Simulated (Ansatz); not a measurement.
H9N3Si3, charge -1, doublet, geometry from GFN2-xTB (a state made from the parent by changing its charge; the spin is typed, not shown lowest) (a gas-phase anion, which may not be bound at this level). Base run: B3LYP/STO-3G in Ansatz (a program for electronic structure).

Ansatz was given this input:
Ansatz 0.2 input:
```yaml
crystal:
  periodic: [false, false, false]
  atoms:
    - {symbol: Si, position_ang: [1.66547442, -0.48907564, -0.59819950]}
    - {symbol: N, position_ang: [0.59418415, -1.50472773, 0.32249669]}
    - {symbol: Si, position_ang: [-1.10568783, -1.24155363, 0.41227852]}
    - {symbol: N, position_ang: [-1.39538756, 0.41725957, 0.77463053]}
    - {symbol: Si, position_ang: [-0.62575011, 1.72431754, -0.07751450]}
    - {symbol: N, position_ang: [1.00420036, 1.12074811, -0.34532915]}
    - {symbol: H, position_ang: [1.74247123, -0.70119423, -2.07046356]}
    - {symbol: H, position_ang: [3.01349731, -0.73837966, -0.04327928]}
    - {symbol: H, position_ang: [0.87755749, -2.46913715, 0.37976229]}
    - {symbol: H, position_ang: [-1.69090226, -1.51990684, -0.97964277]}
    - {symbol: H, position_ang: [-1.83115545, -2.19718535, 1.28224697]}
    - {symbol: H, position_ang: [-2.32319235, 0.62288539, 1.10713860]}
    - {symbol: H, position_ang: [-0.75163728, 2.89885584, 0.81235450]}
    - {symbol: H, position_ang: [-1.16994070, 2.11228503, -1.40861257]}
    - {symbol: H, position_ang: [1.63581267, 1.84718153, -0.65399401]}
basis:
  gaussian:
    orbitals: STO-3G
hamiltonian:
  xc: b3lyp
total_charge: -1
magnetization: {spin_polarized: true, initial_magnetization: 1}
```

The bond that is stretched is that between atoms 11 and 3. A test that says stable can miss a lower solution.

Each row names what was changed in the base input (with any setting that the change needs).

```
change                                                           ΔE vs base (mEh)  <S^2>       stability test says
---------------------------------------------------------------  ----------------  -----  ------------------------
base                                                                        0.000  0.753                   minimum
spin_polarized = on; lower_state_search = off                               0.000  0.753  undecided (no full test)
spin_polarized = on; lower_state_search = standard                          0.000  0.753                   minimum
bond × 1.25                                                                -7.310  0.757                   minimum
spin_polarized = on; lower_state_search = off; bond × 1.25                 -7.310  0.757  undecided (no full test)
spin_polarized = on; lower_state_search = standard; bond × 1.25            -7.310  0.757                   minimum
bond × 1.5                                                                -15.491  0.752                   minimum
spin_polarized = on; lower_state_search = off; bond × 1.5                 -15.491  0.752  undecided (no full test)
spin_polarized = on; lower_state_search = standard; bond × 1.5            -15.491  0.752                   minimum
bond × 1.8                                                                 -9.815  0.750                   minimum
spin_polarized = on; lower_state_search = off; bond × 1.8                  -9.815  0.750  undecided (no full test)
spin_polarized = on; lower_state_search = standard; bond × 1.8             -9.815  0.750                   minimum
bond × 2.2                                                                  4.939  0.750                   minimum
spin_polarized = on; lower_state_search = off; bond × 2.2                   4.939  0.750  undecided (no full test)
spin_polarized = on; lower_state_search = standard; bond × 2.2              4.939  0.750                   minimum
bond × 3.0                                                                 15.330  0.751                   minimum
spin_polarized = on; lower_state_search = off; bond × 3.0                  15.330  0.751  undecided (no full test)
spin_polarized = on; lower_state_search = standard; bond × 3.0             15.330  0.751                   minimum
```

A gas-phase anion may not be bound at this level; its values then depend on the basis.

On stretching, the SCF can end on different states; <S^2> shows the spin contamination of each.
